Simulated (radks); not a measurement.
Values are calculated unless marked as measured or tabulated.
Effect of the nuclear size on neutral potassium, [Ar] 4s1. Code: a radial shooting solver on a logarithmic mesh with Libxc functionals. Model: Dirac Kohn-Sham, PBE, spin-unpolarised, spherical densities, finite nucleus; Fermi nuclear charge, rms radius 3.4349 fm. The rms radius is varied about that value; shifts are against it.

\begin{tabular}{lrrrr}
rms radius (fm) & total energy shift (eV) & density at nucleus (e/bohr^3) & 1s1/2 shift (meV) & 2s1/2 shift (meV) \\ \hline
2.8407 & -0.00746 & 5215 & -3.14 & -0.243 \\
3.1842 & -0.00332 & 5201 & -1.40 & -0.108 \\
3.4349 & 0 & 5192 & 0.000 & 0.000 \\
3.6204 & 0.00261 & 5185 & 1.10 & 0.085 \\
4.0188 & 0.00868 & 5173 & 3.66 & 0.282 \\
\end{tabular}

Slopes of the eigenvalues against <r^2> in GHz/fm^2, as finite differences over the two radii next to the reference (eigenvalue slopes, not the field-shift constants of lines): 1s1/2 204, 2s1/2 15.7.
